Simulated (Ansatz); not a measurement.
`CC(C)[Si]N` + HCl → `CC(C)[Si]Cl` + NH₃ at 700 K and 1 bar (ligand exchange at the Si–N bond).

Computed with Ansatz on PBE0-D4/def2-TZVP structures; ΔE is electronic, products minus reactants. CCSD(T)/CBS is the MP2 limit (def2-TZVPP, def2-QZVPP) plus CCSD(T) − MP2 in def2-TZVPP, frozen cores. This one scheme is used for every species. One conformer a species, not always the lowest.

```csv
species,CCSD(T)/CBS energy (Eh),H − E (kJ/mol),S (J/(mol·K))
`CC(C)[Si]N`,-463.35613,403.2,483.9
HCl,-460.38127,38.4,211.8
`CC(C)[Si]Cl`,-867.23764,329.0,480.2
NH₃,-56.50880,116.9,226.5
```

H − E and S are ideal-gas, rigid-rotor, harmonic terms from PBE0-D4/def2-TZVP, for one conformer and one mirror image of each species. 1 Eh = 2625.50 kJ/mol, R = 8.31446 J/(mol·K).

**Question.** By hand: ΔE, ΔH, ΔS and ΔG.

**Answer.** ΔE = (-867.23764) + (-56.50880) − (-463.35613) − (-460.38127) = -0.00904 Eh = -23.7 kJ/mol. Δ(H − E) = 329.0 + 116.9 − 403.2 − 38.4 = 4.3, so ΔH = -19.4 kJ/mol. ΔS = 480.2 + 226.5 − 483.9 − 211.8 = 11.0 J/(mol·K). ΔG = -19.4 − 700 × (11.0)/1000 = -27.1 kJ/mol.

**Question.** By hand: the equilibrium constant, and the temperature at which ΔG would vanish if ΔH and ΔS stayed fixed.

**Answer.** log₁₀ K = −ΔG/(RT ln 10) = 2.0. ΔH and −TΔS have one sign here, so there is no such temperature.

TΔS isn't small against ΔH here. A doubt of 5 kJ/mol in ΔE shifts log₁₀ K by 0.4 here. Other conformers and mirror images would add mixing entropy, several J/(mol·K) or more a flexible species. Modes under 60 cm⁻¹, often nearly free rotors, make the harmonic entropy too high. These are equilibria of isolated gas molecules and say nothing of rates. Largest T1 diagnostic: 0.012 (customary marks: 0.02 for closed shells, 0.045 for open ones).

ΔS is within the doubt of such terms, so its sign, and with it that verdict, could turn.
